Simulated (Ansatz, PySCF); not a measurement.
The pair A = GeH4 (SMILES [GeH4]) (first 5 atoms), B = Si2H6 (SMILES [SiH3][SiH3]); geometry from B3LYP-D3(BJ)/def2-TZVP.
(charge 0, multiplicity 1):
```json
[
 {"atom": "Ge", "x (Å)": "0.0123", "y (Å)": "0.1378", "z (Å)": "0.0447"},
 {"atom": "H", "x (Å)": "-1.3182", "y (Å)": "0.7174", "z (Å)": "-0.4566"},
 {"atom": "H", "x (Å)": "0.6899", "y (Å)": "1.1478", "z (Å)": "0.9822"},
 {"atom": "H", "x (Å)": "0.9340", "y (Å)": "-0.1490", "z (Å)": "-1.1501"},
 {"atom": "H", "x (Å)": "-0.2530", "y (Å)": "-1.1659", "z (Å)": "0.8113"},
 {"atom": "Si", "x (Å)": "1.1632", "y (Å)": "-0.0348", "z (Å)": "4.1238"},
 {"atom": "Si", "x (Å)": "-1.1769", "y (Å)": "-0.1378", "z (Å)": "4.0068"},
 {"atom": "H", "x (Å)": "1.6211", "y (Å)": "1.3732", "z (Å)": "4.0418"},
 {"atom": "H", "x (Å)": "1.7841", "y (Å)": "-0.8031", "z (Å)": "3.0193"},
 {"atom": "H", "x (Å)": "1.6226", "y (Å)": "-0.6079", "z (Å)": "5.4132"},
 {"atom": "H", "x (Å)": "-1.7669", "y (Å)": "0.4781", "z (Å)": "5.2207"},
 {"atom": "H", "x (Å)": "-1.6282", "y (Å)": "-1.5478", "z (Å)": "3.9232"},
 {"atom": "H", "x (Å)": "-1.6839", "y (Å)": "0.5919", "z (Å)": "2.8201"}
]
```

Frozen-core correlation. Filled d and f shells under p-block atoms count as core. CBS(a, b) extrapolates the correlation energy as X⁻³ and adds the Hartree–Fock energy of set b. MP2 and its Hartree–Fock in def2-TZVPPD are density fitted.

Programs: Ansatz (an electronic-structure program) with Gaussian orbitals; PySCF for the dispersion terms. 

The monomers are drawn apart, rigid, along the line of their centres of mass. Counterpoise-corrected interaction energies (kcal/mol):

```tsv
level	R = 5.686 Å	R = 7.344 Å
PBE-D3(BJ)/def2-TZVPPD	-0.4998	-0.0865
wB97M-V/def2-TZVPPD	-0.3806	-0.0724
MP2/CBS(def2-SVPD, def2-TZVPPD) + ΔCCSD(T)/def2-SVPD	-0.3602	-0.0712
```

Question: R is the distance of the centres of mass. Find the local exponent m of E ∝ R⁻ᵐ between the two points.

Answer: 
m = ln(E₁/E₂)/ln(R₂/R₁): PBE-D3(BJ)/def2-TZVPPD 6.9; wB97M-V/def2-TZVPPD 6.5; MP2/CBS(def2-SVPD, def2-TZVPPD) + ΔCCSD(T)/def2-SVPD 6.3. For scale, two fixed dipoles give m = 3, dipole and quadrupole 4, quadrupoles 5, and dispersion or dipole-induced dipole 6 at long range; at these distances several terms mix, and what is left of overlap and damping shifts m, so it need not match one of them.
